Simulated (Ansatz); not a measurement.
Computed with Ansatz on PBE0-D4/def2-TZVP structures; ΔE is electronic, products minus reactants. CCSD(T)/CBS adds triple-zeta CCSD(T) − MP2 to the extrapolated MP2 energy (def2 sets, frozen cores). Functionals use def2-TZVPP. HSE06 is defined as in plane-wave codes. For Ga, Se outer-core shells are correlated without core-valence functions, which leaves a few kJ/mol of doubt a bond. Scalar relativity is left out up to krypton. One conformer a species, not always the lowest.

`P[PH][GaH2]` + `[SiH3][SeH]` → `P[SiH2][SeH]` + `[PH2][GaH2]`  (formal exchange of groups at a P–P bond)

(1) Is it downhill or uphill in electronic energy at CCSD(T)/CBS, and by how much? (Estimate.)

(2) What do these levels give: PBE-QIDH, PBE, r2SCAN, PBE0, r2SCANh, HSE06, RPA@PBE/def2-TZVPP, CCSD/def2-SVP, MP2/def2-TZVPP, CCSD/def2-TZVPP, CCSD(T)/def2-TZVPP, MP2/CBS(def2)? (Estimate.)

Largest T1 diagnostic among the species: 0.014.

Results:

(1) Ansatz gave: Downhill: ΔE = -18.9 kJ/mol.

(2) Ansatz gave: PBE-QIDH -19.9, PBE -20.8, r2SCAN -18.8, PBE0 -22.0, r2SCANh -19.4, HSE06 -22.0, RPA@PBE/def2-TZVPP -21.7, CCSD/def2-SVP -33.3, MP2/def2-TZVPP -18.0, CCSD/def2-TZVPP -26.6, CCSD(T)/def2-TZVPP -22.5, MP2/CBS(def2) -14.4 kJ/mol.

At CCSD(T), def2-SVP lies −11.3 kJ/mol from the extrapolated value and def2-TZVPP −3.5 kJ/mol. Leaving LDA and LC-ωPBE aside and taking each functional with its dispersion term where it has one, the values, not all of them listed here, spread over 9.4 kJ/mol, from CAM-B3LYP-D4 to r2SCAN-D4. LDA lies +7.9 kJ/mol from PBE without D4. The D4 term adds +3.1 kJ/mol with B3LYP and +1.4 kJ/mol with PBE0; it sums over pairs of atoms, weighted by their polarisabilities, and B3LYP, whose exchange is more repulsive, gets the larger term.

B3LYP here is the variant with VWN-RPA as its local correlation; programs differ in this.
